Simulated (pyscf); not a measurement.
Thermochemistry of product channels of F–GeH•–F (SMILES [F][GeH][F]) + GeH₂ (SMILES [GeH2]) [singlet] on the doublet surface, in kJ/mol, from ωB97M-D3(BJ)/def2-TZVP energies (ideal gas, 1 atm, RRHO with modes under 100 cm⁻¹ raised to 100, one conformer, R ln 2 for chiral ones without a mode under 150 cm⁻¹). PySCF, gas phase, ωB97X-D3(BJ)/def2-SVP geometries.

```
products                                         ΔE  ΔH(298 K)  ΔG(298 K)  ΔG(900 K)
-------------------------------------------  ------  ---------  ---------  ---------
F–GeH•–GeH₂–F (SMILES [F][GeH][GeH2][F])     -170.3     -157.8     -112.7      -25.3
F–GeH(F)–GeH₂• (SMILES [F][GeH]([F])[GeH2])     [?]     -179.6     -135.8      -51.6
```

What belongs in the gaps?


- F–GeH(F)–GeH₂• (SMILES [F][GeH]([F])[GeH2]), ΔE: -191.0

The channel to F–GeH•–GeH₂–F turns unfavourable between 298 and 1200 K (ΔG from -112.7 kJ/mol to +16.0 kJ/mol).

These are energies of the channels, which say nothing of barriers. F–GeH•–GeH₂–F lies 37.5 kJ/mol over its isomer F–Ge•(F)–GeH₃ (electronic energy, ωB97M-D3(BJ)). Elements up to Kr have no core potential and no relativistic terms here.
